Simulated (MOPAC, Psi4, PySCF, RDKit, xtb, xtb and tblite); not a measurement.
Two geometries of SMILES O=C(O)c1ccccc1, relaxed at GFN2-xTB with one dihedral held; other torsions can differ between them too.

Structure A

```
15

O      2.6792    -1.2468    -0.2021
C      2.0610    -0.2115    -0.1956
O      2.6728     0.9820    -0.2730
C      0.5900    -0.1081    -0.0815
C     -0.0251     1.0723     0.3267
C     -1.4009     1.1199     0.4537
C     -2.1655    -0.0024     0.1763
C     -1.5550    -1.1810    -0.2236
C     -0.1802    -1.2384    -0.3463
H      3.6322     0.8536    -0.3323
H      0.5787     1.9403     0.5410
H     -1.8800     2.0338     0.7721
H     -3.2403     0.0408     0.2754
H     -2.1530    -2.0548    -0.4356
H      0.3183    -2.1468    -0.6489
```

Structure B

```
15

O     -2.6912    -1.2412    -0.4552
C     -2.0635    -0.2406    -0.2294
O     -2.6395     0.9663    -0.1309
C     -0.5998    -0.1778     0.0272
C      0.2893    -0.6263    -0.9429
C      1.6516    -0.5422    -0.7191
C      2.1288    -0.0125     0.4685
C      1.2432     0.4419     1.4318
C     -0.1204     0.3740     1.2094
H     -3.5963     0.8955    -0.2792
H     -0.0937    -1.0444    -1.8616
H      2.3422    -0.8889    -1.4733
H      3.1928     0.0489     0.6427
H      1.6158     0.8578     2.3560
H     -0.8155     0.7349     1.9523
```

Which is lower in energy at the level PBE0-D3(BJ)/def2-SVP // GFN2-xTB (Psi4), and by how much?

A is lower, by 21.29 kJ/mol (dihedral O1–C2–C4–C5: 160° in A, 60° in B).

E(B) − E(A) in kJ/mol at the other levels, on the same two geometries: GFN2-xTB (xtb and tblite) 10.27; MMFF94 // GFN2-xTB (RDKit) 14.61; PBE0/def2-SVP // GFN2-xTB (Psi4) 21.25; PBE/def2-SVP // GFN2-xTB (Psi4) 20.75; PBE-D3(BJ)/def2-SVP // GFN2-xTB (Psi4) 20.86; UFF // GFN2-xTB (RDKit) 19.81; PM3, restricted, heats of formation // GFN2-xTB (MOPAC) 0.78; AM1, restricted, heats of formation // GFN2-xTB (MOPAC) 8.33; GFN1-xTB // GFN2-xTB (xtb) 13.20; restricted B3LYP/6-31G*, spherical d, density fitting // GFN2-xTB (PySCF) 20.69; restricted Hartree-Fock/3-21G, density fitting // GFN2-xTB (PySCF) 34.10; restricted MP2 (frozen core)/3-21G // GFN2-xTB (PySCF) 28.57; restricted M06-2X/6-31G*, spherical d, density fitting // GFN2-xTB (PySCF) 21.37.
